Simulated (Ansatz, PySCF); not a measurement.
AlH3. Atoms are numbered in the order given.

```xyz
4

Al     0.0000     0.0000     0.0000
H      1.5803     0.0000     0.0000
H     -0.7901     1.3685     0.0000
H     -0.7901    -1.3685     0.0000
```
Charge 0, spin multiplicity 1.

Geometry optimised at B3LYP-D3(BJ)/def2-TZVPD. The isomer is the one that the SMILES or the coordinates give; other isomers of the formula were not compared.

Vertical ionisation energy (IE) and electron affinity (EA) in eV. Rows of orbital energies are one-electron estimates. Where ΔSCF, EOM or ADC give a negative EA the extra electron is unbound and the value depends on the basis.

| level | IE | EA |
|---|---|---|
| −ε(HOMO), −ε(LUMO), r2SCAN/def2-TZVPD (PySCF) | 7.62 | 2.13 |
| −ε(HOMO), −ε(LUMO), PBE0/def2-TZVPD (PySCF) | 8.58 | 1.74 |
| −ε(HOMO), −ε(LUMO), PBE/def2-TZVPD (PySCF) | 7.31 | 2.53 |
| EOM-CCSD/aug-cc-pVDZ (PySCF) | … | … |
| ADC(2)/aug-cc-pVDZ (PySCF) | 11.38 | 0.06 |
| ΔSCF, CAM-B3LYP/def2-TZVPD (Ansatz), final states of multiplicity 2 and 2 | 11.34 | 0.00 |
| ΔSCF, PBE/def2-TZVPD (Ansatz), final states of multiplicity 2 and 2 | 10.92 | 0.17 |

Question: What belongs in the gaps? (An estimate is asked for; the answer gives what the named calculation found.)

Answer: 
- EOM-CCSD/aug-cc-pVDZ (PySCF), IE: 11.36
- EOM-CCSD/aug-cc-pVDZ (PySCF), EA: 0.12

Question: What vertical singlet–triplet gap does ΔSCF give with CAM-B3LYP/def2-TZVPD (Ansatz, a quantum-chemistry and plane-wave program) and with PBE/def2-TZVPD (Ansatz)? (Estimate from the structure and the level; the computed values follow.)

Answer: 5.16 and 4.56 eV (triplet above singlet where positive).

Question: Beyond the first one, list the lowest photoelectron lines from PySCF with ADC(2)/aug-cc-pVDZ with their pole strengths (two spins summed). (The exact figures need the calculation; the answer reports its results.)

Answer: 15.02 eV (1.86).
